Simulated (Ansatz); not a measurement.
Ideal-gas functions of `[F][Nb]([F])([F])=[S]` at 600 K and 1 bar, from an Ansatz frequency run at PBE0-D4/def2-TZVP.

Molar mass 181.97 g/mol, point group C3v (symmetry number 3), electronic degeneracy 1, moments of inertia 175.623, 244.859, 244.863 u Å². Harmonic wavenumbers (cm⁻¹, unscaled): 174, 174, 199, 199, 210, 600, 701, 724, 724.

Use S(trans) = R[1.5 ln M + 2.5 ln T − 1.1517]; rotational temperatures θ = 24.2544 K / I; S(rot) = R[ln(√π/σ · √(T³/θAθBθC)) + 1.5]; for each mode x = 1.438777 ν̃/T, S = R[x/(eˣ − 1) − ln(1 − e⁻ˣ)] and H = RT x/(eˣ − 1); 1 cm⁻¹ = 0.0119627 kJ/mol; R = 8.31446 J/(mol·K).

**Question.** By hand: the entropy, in J/(mol·K).

**Answer.** Translation 188.3. Rotation: θ = 0.1381, 0.0991, 0.0991 K, giving 115.3. Vibration, mode by mode: 15.64, 15.64, 14.54, 14.54, 14.11, 5.97, 4.91, 4.70, 4.70, in all 94.8. Electronic 0.0. Sum 398.4 J/(mol·K).

**Question.** By hand: H − E and G − E in kJ/mol, counted from the electronic energy.

**Answer.** Zero-point energy ½ × 3705 × 0.0119627 = 22.2; thermal vibration 27.5; translation, rotation and pV give 4 RT = 20.0. H − E = 69.7 kJ/mol, and G − E = 69.7 − 600 × 398.4/1000 = -169.3 kJ/mol.

Vibration gives 24 % of the entropy.
